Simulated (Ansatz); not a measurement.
A nudged elastic band was laid between two geometries of CH4 + CH4MgO (12 atoms, charge 0, multiplicity 1).

Theory: RKS B3LYP/6-31G* (Ansatz 0.2.0).

* movable images: 7
* climbing image: yes
* spring: 5.0 eV/Å²
* optimiser: quadratic models (default)
* start path: through a guess of the saddle point
* force threshold: 0.05 eV/Å
* iteration limit: 60
* end points: relaxed

Initial state:

```xyz
12
Properties=species:S:1:pos:R:3
Mg 1.108 0.299 1.221
O 0.789 1.332 -0.233
C 1.535 -0.959 2.834
H -0.877 0.455 -1.891
C -1.689 0.176 -2.571
H 0.179 2.059 -0.390
H 2.602 -1.204 2.892
H 1.255 -0.495 3.788
H 0.985 -1.906 2.760
H -2.629 0.089 -2.017
H -1.459 -0.785 -3.041
H -1.799 0.938 -3.349
```

Final state:

```xyz
12
Properties=species:S:1:pos:R:3
Mg 0.004 -0.265 -0.010
O 0.599 1.766 -0.247
C 0.941 -0.858 1.796
H 0.089 2.345 -0.834
C -1.285 -0.538 -1.672
H 0.917 2.302 0.496
H 2.037 -0.759 1.770
H 0.605 -0.280 2.671
H 0.738 -1.911 2.038
H -2.267 -0.059 -1.535
H -1.496 -1.601 -1.856
H -0.882 -0.143 -2.617
```

**Question.** Which bonds break or form, and what moves?

**Answer.** Bonds broken: H4–C5. Bonds formed: Mg1–C5, O2–H4. CH4 + CH4MgO becomes C2H8MgO.

**Question.** What energy profile does the band end with?

**Answer.** The run converged. The highest image is number 5 of 0 to 8, 1.35 eV above the first end and 0.29 eV above the last; the last end lies 1.06 eV above the first. Beside the main top the profile has a ripple of under 15 meV (maxima at images 2, 5), which may be a very shallow well or noise. Neighbouring images differ by up to 1.3 eV, so the band resolves the path poorly. A vibrational analysis at the climbing image gives one clearly imaginary mode, 908i cm⁻¹: a first-order saddle point. The orbitals stay closed-shell, which can raise the energy where a bond breaks towards radicals; this wasn't checked here.

```csv
image,path coordinate (Å),energy (eV),H4–C5 (Å),Mg1–C5 (Å),O2–H4 (Å)
0,0.00,0.00,1.10,4.71,2.51
1,1.50,0.01,1.09,4.27,2.54
2,3.00,0.02,1.09,3.80,2.60
3,4.50,0.02,1.10,3.18,2.44
4,6.00,0.04,1.10,3.32,2.38
5,7.50,1.35,1.57,2.26,1.15
6,8.80,1.09,2.60,2.14,0.97
7,10.11,1.06,3.41,2.12,0.97
8,11.41,1.06,3.30,2.12,0.97
```

**Question.** What is the geometry of the highest image?

**Answer.** 
```xyz
12
Properties=species:S:1:pos:R:3
Mg 0.166 0.148 0.373
O 0.169 1.963 -0.456
C 0.921 -0.940 1.993
H -0.382 1.210 -1.126
C -1.060 -0.151 -1.504
H 0.875 2.429 -0.930
H 1.966 -1.237 1.833
H 0.898 -0.354 2.922
H 0.357 -1.863 2.185
H -1.967 -0.530 -1.006
H -0.511 -1.031 -1.878
H -1.432 0.355 -2.406
```

The run took 4.2 min on 2 threads of Arm Neoverse V2, on a shared host, peak memory 0.16 GiB.
